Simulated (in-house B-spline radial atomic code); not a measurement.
The numbers below are computed, except where a source is named.
## Two electrons in Ge: a Gaussian well −V exp(−r²/w²) with V = 295 meV and w = 5.93 nm

For Ge the NSM archive of the Ioffe Institute lists m_l = 1.6 m0, m_t = 0.08 m0 and ε = 16.2; the model takes one isotropic valley with the conductivity mass 3/(1/m_l + 2/m_t) = 0.117 m0, and so misses anisotropy and the other valleys. All triplets below are those of one valley; with several valleys two electrons can form a triplet in the 1s orbital itself, at an energy set by the valley splitting.

Effective-mass model with parabolic bands, a uniform dielectric constant, no image charges, no central-cell or spin-orbit terms. Two-electron levels come from full CI in B-splines with partial waves to l = 5 (up to 0.001 effective hartree above the limit).

(1) What are the effective units, and what is the potential in them?

In these units the lowest s and p orbitals lie at -12.8788 and -6.4142, and their Coulomb and exchange integrals are J_ss = 2.0635, J_sp = 1.6180 and K_sp = 0.3026. Full CI gives -23.7736 for the ground singlet, -17.9987 for the sp triplet, -17.4565 for the sp singlet and -14.1321 for the lowest triplet of two s orbitals.

(2) What does it cost to add the second electron, to first order and exactly?

(3) How far above the singlet do the triplets lie?

Results:

(1) Ha* = 27211.386 meV × 0.117/16.2² = 12.13 meV and a* = 0.0529177 nm × 16.2/0.117 = 7.327 nm. V = 24.3 Ha* and w = 0.81 a*.

(2) To first order E = 2ε_s + J_ss = -23.6941, so the charging energy E(2) − 2E(1) is J_ss = 25.03 meV. CI gives -23.7736 − 2 × (-12.8788) = 1.9840, or 24.07 meV: relaxation and correlation lower it by 0.9647 meV, 3.9 % of J_ss. The s² configuration of one-electron orbitals holds 99.5 % of the state, and the mean radius is 3.32 nm. The second electron is bound by ε_s − E = 132.2 meV, against 156.2 meV for the first.

(3) To first order the sp triplet lies at ε_s + ε_p + J_sp − K_sp = -17.9776, which is 69.35 meV above 2ε_s + J_ss. CI gives -17.9987 − (-23.7736) = 5.7749, or 70.06 meV, 89 % of the orbital spacing of 78.42 meV. The ss triplet lies 117 meV up, so the lower of the two is the sp one, and its gap equals k_BT at 813 K. The sp singlet-triplet splitting is 6.578 meV, against 2K_sp = 7.341 meV.
